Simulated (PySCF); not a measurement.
Isomers C₆H₈NP:

A. `CCc1ccpcn1`
B. `Cc1cpcc(C)n1`
C. `CPc1ccncc1`

Spectrum 1. $^{1}$H NMR (500 MHz, computed): δ 10.72 (m, 1H), 9.66 (m, 1H), 7.75 (m, 1H), 3.01 (q, 2H), 1.32 (t, 3H). $^{13}$C{$^{1}$H} NMR (computed): δ 192.1 (CH), 175.6 (CH), 168.2 (C), 128.0 (CH), 40.1 (CH2), 20.0 (CH3).

Spectrum 2. $^{1}$H NMR (500 MHz, computed): δ 8.82 (m, 2H), 7.39 (m, 2H), 4.22 (m, 1H), 1.49 (m, 3H). $^{13}$C{$^{1}$H} NMR (computed): δ 159.2 (C), 155.0 (CH), 130.3 (CH), 10.6 (CH3).

Spectrum 3. $^{1}$H NMR (500 MHz, computed): δ 8.62 (m, 2H), 2.84 (s, 6H). $^{13}$C{$^{1}$H} NMR (computed): δ 165.5 (C), 150.6 (CH), 30.8 (CH3).

- shielding tensors at PBE0/pcSseg-1 (GIAO)
- geometry: GFN2-xTB
- code: PySCF 2.14
- one averaged value for each set of equivalent atoms, non-relativistic, single conformer, no solvent model

References, each an isolated molecule treated in the same way: TMS for $^{1}$H (σ = 31.72 ppm), $^{13}$C (σ = 186.93 ppm). Splittings of carbon signals by F and P are missing where no couplings were computed. Where no couplings were computed, multiplicities follow the n + 1 count of equivalent neighbours, and m marks all less simple cases (inequivalent or close neighbours, rings, F or P nearby). Shifts are as computed. Against solution values, carbons near 30 ppm lie about +3 ppm off and those near 130 ppm about +5 ppm. Of 1211 compounds with measured shifts, 218 miss one by over three times the rms of a fit or turn the order of signals round; such compounds aren't used in these exercises.

Task: Which spectrum belongs to which compound?

Result: 1–A, 2–C, 3–B.

- Spectrum 1 (A): 6 $^{13}$C signals; δC 192.1 is an aromatic CH next to a ring nitrogen; δC 128.0 is an aromatic CH.
- Spectrum 2 (C): 4 $^{13}$C signals; δC 155.0 is an aromatic CH next to a ring nitrogen; δC 130.3 is an aromatic CH.
- Spectrum 3 (B): 3 $^{13}$C signals; δC 30.8 is a methyl carbon on an aromatic ring; δH 8.62 is the hydrogen on an aromatic CH.
